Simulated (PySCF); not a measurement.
A calculated (B3LYP, PySCF 2.14, x2c-QZVPPall, the spin-free X2C one-electron Hamiltonian (Gaussian nucleus)) atom or ion has these occupied shells.

```tsv
shell	electrons	orbital energy (eV)	rms radius, mean of both spins (bohr)
1s β	1	-38760.3	0.0286
1s α	1	-38760.3	0.0286
2s α	1	-6195.7	0.116
2s β	1	-6195.6	0.116
2p α	3	-5558.7	0.104
2p β	3	-5558.6	0.104
3s α	1	-1337.6	0.305
3s β	1	-1337.6	0.305
3p α	3	-1132.5	0.304
3p β	3	-1132.5	0.304
3d α	5	-834.81	0.282
3d β	5	-834.75	0.282
4s α	1	-277.09	0.695
4s β	1	-277.00	0.695
4p α	3	-209.66	0.739
4p β	3	-209.57	0.739
4d α	5	-110.80	0.827
4d β	5	-110.70	0.827
5s α	1	-45.144	1.66
5s β	1	-44.550	1.66
5p α	3	-28.042	1.93
5p β	3	-27.180	1.93
5d α	2	-8.559	3.13
```

Q: Name the element and its charge.

A: La⁺ (lanthanum, charge +1), in [Xe] 5d2, high-spin 3F determinant.
